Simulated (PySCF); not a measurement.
A series of related molecules.

All values: PBE0/def2-SVPD (PySCF) at PBE0-D3(BJ)/def2-SVP geometries, gas phase, one conformer each. Core orbitals are frozen in the response; Δα² is half the sum of the squared differences of the principal polarisabilities. The calculation is non-relativistic, for germanium and bromine too.

Question: Rank by mean static polarisability, lowest first.
A. `[NH2][GeH2][NH2]`
B. `[NH2][GeH2][S][SiH3]`
C. `C=[N][GeH2][NH2]`
D. `[NH2][GeH2][Br]`

Answer: A (7.33 Å³), C (8.94 Å³), D (9.29 Å³), B (13.23 Å³).

Question: Rank by HOMO energy, highest first.
A. `C[NH][GeH2][NH2]`
B. `N[CH2][GeH2][NH2]`
C. `[NH2][GeH2][SH]`
D. `[NH2][GeH2][Br]`
E. `C=[N][GeH2][NH2]`

Answer: A (-6.56 eV), B (-6.75 eV), E (-6.90 eV), C (-7.21 eV), D (-7.86 eV).

Question: Rank by HOMO–LUMO gap, lowest first.
A. `[NH2][GeH2][NH2]`
B. `[NH2][GeH2][Br]`
C. `C=[N][GeH2][NH2]`
D. `C[NH][GeH2][NH2]`
E. `[NH2][GeH2][CH2]N`

Answer: C (6.17 eV), D (6.95 eV), E (7.09 eV), B (7.47 eV), A (7.60 eV).

All values together:

```json
{"SMILES": "N[CH2][GeH2][NH2]", "formula": "CH8GeN2", "μ (D)": "0.48", "HOMO (eV)": "-6.75", "LUMO (eV)": "0.34", "α (Å³)": "9.27", "Δα (Å³)": "1.61", "electrons": "60", "α per electron (Å³)": "0.154", "ΔSCF removal energy (eV)": "8.78"}
{"SMILES": "[NH2][GeH2][NH2]", "formula": "GeH6N2", "μ (D)": "1.54", "HOMO (eV)": "-7.26", "LUMO (eV)": "0.34", "α (Å³)": "7.33", "Δα (Å³)": "1.01", "electrons": "52", "α per electron (Å³)": "0.141", "ΔSCF removal energy (eV)": "9.36"}
{"SMILES": "[NH2][GeH2][S][SiH3]", "formula": "GeH7NSSi", "μ (D)": "2.64", "HOMO (eV)": "-7.21", "LUMO (eV)": "-0.20", "α (Å³)": "13.23", "Δα (Å³)": "3.88", "electrons": "76", "α per electron (Å³)": "0.174", "ΔSCF removal energy (eV)": "9.15"}
{"SMILES": "[NH2][GeH2][SH]", "formula": "GeH5NS", "μ (D)": "1.42", "HOMO (eV)": "-7.21", "LUMO (eV)": "-0.08", "α (Å³)": "9.39", "Δα (Å³)": "2.83", "electrons": "60", "α per electron (Å³)": "0.157", "ΔSCF removal energy (eV)": "9.27"}
{"SMILES": "C=[N][GeH2][NH2]", "formula": "CH6GeN2", "μ (D)": "1.22", "HOMO (eV)": "-6.90", "LUMO (eV)": "-0.73", "α (Å³)": "8.94", "Δα (Å³)": "3.51", "electrons": "58", "α per electron (Å³)": "0.154", "ΔSCF removal energy (eV)": "8.88"}
{"SMILES": "C[NH][GeH2][NH2]", "formula": "CH8GeN2", "μ (D)": "1.20", "HOMO (eV)": "-6.56", "LUMO (eV)": "0.40", "α (Å³)": "9.16", "Δα (Å³)": "1.64", "electrons": "60", "α per electron (Å³)": "0.153", "ΔSCF removal energy (eV)": "8.63"}
{"SMILES": "[NH2][GeH2][Br]", "formula": "BrGeH4N", "μ (D)": "1.73", "HOMO (eV)": "-7.86", "LUMO (eV)": "-0.39", "α (Å³)": "9.29", "Δα (Å³)": "3.05", "electrons": "78", "α per electron (Å³)": "0.119", "ΔSCF removal energy (eV)": "9.93"}
```

Conformers: `[NH2:1][CH2:2][GeH2:3][NH2:4]` with H–N1–C2–Ge3 180° and 62°, N1–C2–Ge3–N4 -36°, C2–Ge3–N4–H 82° and -155°; `[NH2:1][GeH2:2][NH2:3]` with H–N1–Ge2–N3 -42° and 84°, N1–Ge2–N3–H 156° and -76°; `[NH2:1][GeH2:2][S:3][SiH3:4]` with H–N1–Ge2–S3 -77° and 150°, N1–Ge2–S3–Si4 -35°; `[NH2:1][GeH2:2][SH:3]` with H–N1–Ge2–S3 -70° and 55°, N1–Ge2–S3–H 70°; `[CH2:1]=[N:2][GeH2:3][NH2:4]` with C1–N2–Ge3–N4 -123°, N2–Ge3–N4–H 64° and -63°; `[CH3:1][NH:2][GeH2:3][NH2:4]` with C1–N2–Ge3–N4 49°, N2–Ge3–N4–H -155° and 76°; `[NH2:1][GeH2:2][Br:3]` with H–N1–Ge2–Br3 -64° and 64°.

Q: By how much does the ΔSCF value exceed −ε(HOMO) over the species that have both?

A: By 1.94 to 2.10 eV, 2.04 eV on average, over 7 species.
